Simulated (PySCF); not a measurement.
Work out the structure from these simulated measurements.

Elements present: C, H, N, O and Si. Monoisotopic mass: 175.0305 u.

- 13C NMR: chemical shifts (computed TMS as zero) by class: 102.9 (1 C), 90.4 (1 C), 2.4 (2 C) ppm [GIAO PBE0/pcSseg-1]
- Dipole: 0.83 D [PBE0/pcSseg-1]
- 1H NMR: chemical shifts (computed TMS as zero) by class: 5.16 (2 H), 4.71 (3 H), 2.02 (1 H), 0.28 (6 H), 0.16 (1 H) ppm [GIAO PBE0/pcSseg-1]
- Rotational structure: rotational constants A, B, C: 1.908, 0.469, 0.448 GHz [GFN2-xTB]
- NMR, other nuclei: isotropic shieldings of nuclei other than C and H, by class: 247 (1 N), 277 (1 O), 349 (1 Si), 407 (1 Si), 411 (1 Si) ppm [GIAO PBE0/pcSseg-1]

Electronic properties: PySCF, gas phase, density fitting. Levels stand in brackets. Geometry: GFN2-xTB, one conformer, isolated molecule. NMR values are class means; diastereotopic atoms form classes of their own.

Task: Which formula fits the mass and the elements?

Result: C4H13NOSi3 (calculated 175.0305). No other formula that holds each of these elements comes within 0.0003 u with a fitting electron parity and a possible valence count.

Task: Give a SMILES that accounts for the data.

Result: Numbering: `[CH:1]#[C:2][SiH2:3][O:4][Si:5]([CH3:6])([CH3:7])[NH:8][SiH3:9]`. Its formula, C4H13NOSi3, gives 2 degrees of unsaturation: 0 rings and 2 π bonds in the structure found. 4 carbons fall into 3 classes; from least to most shielded: terminal alkyne carbon [C1] (102.9 ppm), alkyne carbon [C2] (90.4 ppm), Si-methyl carbon [C6/C7] (2.4 ppm, 2 C, up to 2.5 ppm apart in this geometry). Hydrogen classes from least to most shielded: 2 H on an oxygen-bound silicon, Si3 (5.16 ppm), 3 H on an SiH3 silicon, Si9 (4.71 ppm), 1 H on a terminal alkyne carbon, C1 (2.02 ppm), 6 H on 2 Si-methyl carbons, C6/C7 (0.28 ppm), 1 H on a nitrogen bridging silicon atoms, N8 (0.16 ppm). The other shieldings belong to: 247 ppm, nitrogen bridging silicon atoms [N8]; 277 ppm, siloxane oxygen [O4]; 349 ppm, oxygen-bound silicon [Si5]; 407 ppm, oxygen-bound silicon [Si3]; 411 ppm, SiH3 silicon [Si9]. The optimised geometry has point group C1 and is an asymmetric top. Structure: `C#C[SiH2]O[Si](N[SiH3])(C)C`. Computed isomers that give other values at the same levels: `NC(=O)[Si@@H]1C[C@H](C[SiH3])[SiH2]1` (13C chemical shifts (computed TMS as zero) by class: 180.8 (1 C), 25.5 (1 C), 24.7 (1 C), 22.1 (1 C) ppm); `C#C[SiH2]O[Si@](C)([SiH3])NC` (13C chemical shifts (computed TMS as zero) by class: 103.4 (1 C), 90.4 (1 C), 29.6 (1 C), 6.1 (1 C) ppm); `C=C(C=O)[Si@](N)([SiH3])[SiH2]C` (13C chemical shifts (computed TMS as zero) by class: 205.8 (1 C), 165.2 (1 C), 153.3 (1 C), -8.8 (1 C) ppm). The assignments are read from this structure; whether some other isomer fits the data as well wasn't checked.

The values belong to the conformer `[CH:1]#[C:2][SiH2:3][O:4][Si:5]([CH3:6])([CH3:7])[NH:8][SiH3:9]`: C2–Si3–O4–Si5 -46°, Si3–O4–Si5–C6 60°, O4–Si5–N8–Si9 -178°.
